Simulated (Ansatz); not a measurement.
C2H4FNOSi can be A, `F[SiH]1COC=N1`, or B, `FC1N=C[SiH2]O1`.

Isolated molecules relaxed with PBE0-D4/def2-TZVP in Ansatz; ΔE leaves out vibrations. CBS: MP2 limit from def2 TZ/QZ plus the TZ coupled-cluster correction, frozen cores. Functionals use def2-TZVPP.

(1) Which isomer does CCSD(T)/CBS put lower? Give the gap. (An estimate is asked.)

(2) Give E(B) − E(A) in kcal/mol with CCSD/def2-TZVPP, r2SCAN-D4, MP2/def2-TZVPP, PBE-D4, PBE0-D4, CCSD(T)/def2-TZVPP, HF/def2-TZVPP. (Best estimate.)

Largest T1 diagnostic: 0.015.

Results:

(1) Computed: A, by 39.6 kcal/mol.

(2) Ansatz gave: CCSD/def2-TZVPP 38.2, r2SCAN-D4 40.6, MP2/def2-TZVPP 41.2, PBE-D4 39.3, PBE0-D4 39.2, CCSD(T)/def2-TZVPP 38.4, HF/def2-TZVPP 37.5. None reverses the order clearly.

In def2-TZVPP, CCSD(T) changes the Hartree–Fock value by +0.9 kcal/mol (the triples alone add +0.2 kcal/mol) and MP2 by +3.7 kcal/mol.
